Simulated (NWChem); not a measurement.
**Correlation energy of CClF**

```xyz
3

F      0.2527    -1.4738     0.0000
C     -0.6854    -0.5857     0.0000
Cl     0.1081     0.9870     0.0000
```
Charge 0, spin multiplicity 1.

Everything below was run with NWChem. The geometry was optimised at B3LYP/def2-SVP, a minimum by its harmonic frequencies.

Basis set: cc-pVTZ. Each correlation energy counts from its own Hartree-Fock reference.

```csv
method,correlation energy (mHa),difference from CCSD(T)
RI-MP2,-573.7,+48.9
CCSD(T),-622.5,0.0
SCS-MP2,-561.1,+61.4
CR-CCSD(T),-616.5,+6.0
CCSD,-596.7,+25.8
CCSD+T(CCSD),-624.2,-1.7
MP2,-573.7,+48.9
CR-CCSD[T],-617.9,+4.7
```

The values span 63.1 mHa, from CCSD+T(CCSD) (lowest) to SCS-MP2 (highest). 

The correlated methods keep 7 core orbitals frozen. The structure started from a generated list of species. No row is a measurement; the coupled-cluster row has its own basis-set and correlation limits.
